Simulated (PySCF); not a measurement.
Geometry (Å), atoms numbered from 1 in this order:
```xyz
20

C    -2.784   -1.186    0.015
C    -1.685   -0.177    0.008
C    -0.447   -0.402    0.506
C     0.563    0.608    0.464
C     1.930    0.332    0.983
Si    2.943   -0.707   -0.266
C     0.218    1.785   -0.103
O    -0.998    2.045   -0.605
C    -2.006    1.118   -0.584
O    -3.077    1.426   -1.050
H    -3.146   -1.339   -1.000
H    -3.624   -0.812    0.598
H    -2.445   -2.132    0.431
H    -0.201   -1.357    0.950
H     1.859   -0.208    1.928
H     2.446    1.271    1.181
H     4.257   -0.959    0.325
H     3.058    0.050   -1.510
H     2.247   -1.972   -0.506
H     0.888    2.627   -0.203
```

Method: NMR shieldings at PBE0/pcSseg-1/GIAO, geometry from GFN2-xTB, in PySCF 2.14.0 with density-fitted response routines (single conformer, fast rotation and ring inversion assumed for equivalent nuclei, no solvent model, relativity neglected).

Shifts are taken against calculated references (same method and geometry level): TMS for ¹³C, ¹H, ²⁹Si; H2O for ¹⁷O.

| atoms | nucleus | count | δ (ppm) |
| --- | --- | --- | --- |
| C9 | ¹³C | 1 | ? |
| H15/H16 | ¹H | 2 | 1.81 |
| C3 | ¹³C | 1 | 146.3 |
| Si6 | ²⁹Si | 1 | -64.6 |
| H11/H12/H13 | ¹H | 3 | 2.22 |
| O8 | ¹⁷O | 1 | 297.2 |
| H17/H18/H19 | ¹H | 3 | 3.89 |
| H14 | ¹H | 1 | ? |
| C5 | ¹³C | 1 | ? |
| O10 | ¹⁷O | 1 | 418.2 |
| C4 | ¹³C | 1 | 122.4 |
| C2 | ¹³C | 1 | 134.2 |
| C1 | ¹³C | 1 | ? |
| H20 | ¹H | 1 | 7.42 |
| C7 | ¹³C | 1 | ? |

Task: Fill in the missing shifts.

Result: 
- C9: 165.5 ppm, ring carbonyl carbon
- C7: 152.8 ppm, unsaturated ring CH
- C1: 21.6 ppm, methyl carbon on an unsaturated ring; saturated and bonded to C and H only
- C5: 14.0 ppm, sp3 CH2 bonded to Si, on an unsaturated ring
- H14: 7.14 ppm, hydrogen on a unsaturated ring CH

Shifts are as computed. Against solution values, carbons near 30 ppm lie about +3 ppm off and those near 130 ppm about +5 ppm. Of 1309 compounds with measured shifts, 239 miss one by over three times the rms of a fit or turn the order of signals round; such compounds aren't used in these exercises. Unscaled 17O shifts of doubly bonded oxygen tend to come out too high, by tens of ppm or more. Experimental scales use liquid or dissolved standards, which lie at an offset from isolated H2O (liquid H2O: subtract about 36 ppm).
